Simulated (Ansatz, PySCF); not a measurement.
Caution: the highest occupied level lies above zero, so the state may not be bound. This triplet is an excited state, 1.15 eV above the relaxed singlet at the level frozen-core CCSD(T)/aug-cc-pVDZ // PBE0-D3(BJ)/def2-TZVPD (Ansatz, an electronic-structure program).

Cartesian coordinates (Å):
SMILES: [NH2][Al-][SiH3]
```xyz
8

N     -2.1375    -0.2352     0.2823
Al    -0.4849    -1.0762     0.2530
Si     1.5739     0.2498     0.0845
H     -2.7630    -0.3525    -0.5026
H     -2.6869    -0.2618     1.1299
H      1.9156     1.2409     1.1808
H      2.7675    -0.6702     0.0862
H      1.8152     1.1052    -1.1448
```
Charge -1, spin multiplicity 3.

Q: Predict the highest occupied spin orbital and total energy from PBE0-D3(BJ)/def2-TZVPD (PySCF).

A: 
```json
{
 "highest_occupied_spin_orbital": "0.93 eV",
 "total_energy": "-589.4206 Ha"
}
```
